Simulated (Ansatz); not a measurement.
Consider the formal exchange of groups at the Si–Al bond: `[AlH2][SiH2]S` + `CO[SiH3]` → `[SiH3]OC[SiH2]S` + `[AlH3]`.

Computed with Ansatz on PBE0-D4/def2-TZVP structures; ΔE is electronic, products minus reactants. CBS: MP2 limit from def2 TZ/QZ plus the TZ coupled-cluster correction, frozen cores. This one scheme is used for every species. DFT in def2-TZVPP. One conformer a species, not always the lowest.

```json
{"level": "PBE-D4", "ΔE (kJ/mol)": "25.5", "difference from CCSD(T)/CBS": "10.0"}
{"level": "ωB97X-V", "ΔE (kJ/mol)": "14.0", "difference from CCSD(T)/CBS": "-1.5"}
{"level": "B2PLYP", "ΔE (kJ/mol)": "15.7", "difference from CCSD(T)/CBS": "0.2"}
{"level": "PBE-QIDH", "ΔE (kJ/mol)": "19.8", "difference from CCSD(T)/CBS": "4.3"}
{"level": "PBE", "ΔE (kJ/mol)": "30.2", "difference from CCSD(T)/CBS": "14.7"}
{"level": "revPBE", "ΔE (kJ/mol)": "33.7", "difference from CCSD(T)/CBS": "18.2"}
{"level": "r2SCAN", "ΔE (kJ/mol)": "20.8", "difference from CCSD(T)/CBS": "5.3"}
{"level": "r2SCANh", "ΔE (kJ/mol)": "20.8", "difference from CCSD(T)/CBS": "5.3"}
{"level": "BHLYP", "ΔE (kJ/mol)": "17.4", "difference from CCSD(T)/CBS": "1.9"}
{"level": "CAM-B3LYP", "ΔE (kJ/mol)": "14.0", "difference from CCSD(T)/CBS": "-1.5"}
{"level": "MP2/def2-SVP", "ΔE (kJ/mol)": "6.9", "difference from CCSD(T)/CBS": "-8.6"}
{"level": "CCSD/def2-SVP", "ΔE (kJ/mol)": "14.1", "difference from CCSD(T)/CBS": "-1.4"}
{"level": "HF/def2-TZVPP", "ΔE (kJ/mol)": "16.8", "difference from CCSD(T)/CBS": "1.3"}
{"level": "SCS-MP2/def2-TZVPP", "ΔE (kJ/mol)": "9.5", "difference from CCSD(T)/CBS": "-6.0"}
{"level": "CCSD(T)/def2-TZVPP", "ΔE (kJ/mol)": "15.1", "difference from CCSD(T)/CBS": "-0.4"}
{"level": "HF/def2-QZVPP", "ΔE (kJ/mol)": "16.4", "difference from CCSD(T)/CBS": "0.9"}
{"level": "CCSD(T)/CBS", "ΔE (kJ/mol)": "15.5", "difference from CCSD(T)/CBS": "0"}
```

Largest T1 diagnostic among the species: 0.012.

Leaving LDA and LC-ωPBE aside and taking each functional with its dispersion term where it has one, the values, not all of them listed here, spread over 18.0 kJ/mol, from ωB97M-V to PBE-D4. LDA lies −9.2 kJ/mol from PBE without D4. From BLYP to BHLYP (50 % exact exchange), in def2-TZVPP and without D4, ΔE moves by −5.2 kJ/mol. The D4 term adds −7.3 kJ/mol with B3LYP and −4.3 kJ/mol with PBE0; it sums over pairs of atoms, weighted by their polarisabilities, and B3LYP, whose exchange is more repulsive, gets the larger term.

B3LYP here is the variant with VWN-RPA as its local correlation; programs differ in this.
